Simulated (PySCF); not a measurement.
## Potential energy of BeBr⁺ along the bond

Set-up: basis Be x2c-SVPall, Br x2c-SVPall; spin-free X2C with a Gaussian nucleus; PySCF 2.14. Energies in eV from Be⁺ + Br in their ground configurations at the same level. State: ¹Σ⁺ (singlet), closed shell.

All columns are M06-2X. A positive dipole points towards Br; it is taken about the centre of mass and depends on that origin.

| R (Å) | E (eV) | μ (D) | Mulliken charge on Be (basis-dependent) | HOMO (eV) | LUMO (eV) | Mayer bond order | ⟨S²⟩ |
| --- | --- | --- | --- | --- | --- | --- | --- |
| 1.626 | -2.763 | -7.12 | 0.73 | -17.31 | -9.67 | 1.87 | 0.00 |
| 1.702 | -3.350 | -7.63 | 0.79 | -16.99 | -9.79 | 1.80 | 0.00 |
| 1.778 | -3.676 | -8.14 | 0.84 | -16.68 | -9.91 | 1.73 | 0.00 |
| 1.834 | -3.793 | -8.52 | 0.88 | -16.47 | -10.01 | 1.68 | 0.00 |
| 1.891 | -3.824 | -8.90 | 0.91 | -16.27 | -10.10 | 1.63 | 0.00 |
| 1.948 | -3.789 | -9.27 | 0.93 | -16.08 | -10.19 | 1.59 | 0.00 |
| 2.023 | -3.662 | -9.74 | 0.96 | -15.84 | -10.29 | 1.54 | 0.00 |
| 2.118 | -3.413 | -10.31 | 0.99 | -15.57 | -10.41 | 1.48 | 0.00 |
| 2.231 | -3.033 | -10.95 | 1.01 | -15.28 | -10.53 | 1.42 | 0.00 |
| 2.383 | -2.461 | -11.68 | 1.02 | -14.98 | -10.70 | 1.34 | 0.00 |

A fit through these points gives, at Re = 1.887 Å, μ = -8.87 D and dμ/dR = -6.56 D/Å; the reduced mass is 8.089 u.

How strong is the fundamental in the double-harmonic approximation, I = 42.26·(dμ/dR)²/μred km/mol?

I = 42.26·(-6.56)²/8.089 = 225 km/mol at M06-2X.

For an ion De counts to the pair picked by the measured ionisation energies or electron affinities, which need not be the lowest pair at this level.
